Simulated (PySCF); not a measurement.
# Heteronuclear NMR

Atom-mapped SMILES (the numbers label the heavy atoms): `[O:1]=[C:2]([Cl:3])[c:4]1[cH:5][cH:6][cH:7][c:8]([F:9])[cH:10]1`; H(Xn) means a hydrogen on atom n.

Theoretical values (PySCF 2.14): GFN2-xTB geometry, shieldings: GIAO PBE0/pcSseg-1. Gas phase, one conformer, non-relativistic.

Problem. Where does $^{19}$F resonate?

Solution. 
| atoms | environment | σ (ppm) | δ (ppm) |
| --- | --- | --- | --- |
| F9 | aryl fluorine | 283.4 | -109.7 |

Shieldings were converted by a linear fit to measured shifts: $^{19}$F: δ = 146.13 − 0.903σ +14.6 on sp3 carbon (rms 6.0 ppm, 223 shifts, 7.0 ppm with the 5 outliers that the fit left out vs CFCl3, solution or neat liquid). A few per cent of atoms miss by over 2 rms, more outside the fitted compound classes.

On a 400 MHz spectrometer $^{19}$F resonates near 376.4 MHz, so 1 ppm is 376.4 Hz.

Problem. What are the $^{17}$O shifts?

Solution. 
```json
{"atoms": "O1", "environment": "carbonyl oxygen", "σ (ppm)": "-234.5", "δ (ppm)": "480.3"}
```

Shieldings were converted by a linear fit to measured shifts: $^{17}$O: δ = 266.70 − 0.911σ (rms 10.7 ppm, 155 shifts, 12.2 ppm with the 3 outliers that the fit left out vs liquid water, solution or neat liquid). Occasional misses reach two or three times the rms, and more in compound classes unlike the fitted ones.

On a 300 MHz spectrometer $^{17}$O resonates near 40.7 MHz, so 1 ppm is 40.7 Hz.
